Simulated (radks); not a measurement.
The lead ion Pb4+, 78 electrons, occupied as [Xe] 4f14 5d10. Calculated with a radial shooting solver on a logarithmic mesh with Libxc functionals: scalar-relativistic Kohn-Sham, AM05, spin-polarised, spherical densities, point nucleus. Some entries of the table are withheld. Estimate them.

orbital  occ.  eigenvalue (hartree)  <r^2> (bohr^2)
1s          2             -3238.186       0.0003574
2s          2             -580.4892        0.005423
2p          6             -498.1878        0.004620
3s          2             -140.4942             (1)
3p          6             -116.9044         0.03615
3d         10             -92.84745         0.02994
4s          2                   (2)             (3)
4p          6             -25.23106          0.1912
4d         10             -16.29153          0.2145
5s          2              -6.81904          0.8142
4f         14              -6.41423          0.2466
5p          6              -4.67021           1.069
5d         10              -2.26740           1.817
6s          0              -1.76205           4.507
6p          0              -1.29563           6.545

Answer. 
(1) 3s <r^2> (bohr^2): 0.03489
(2) 4s eigenvalue (hartree): -32.96190
(3) 4s <r^2> (bohr^2): 0.1667
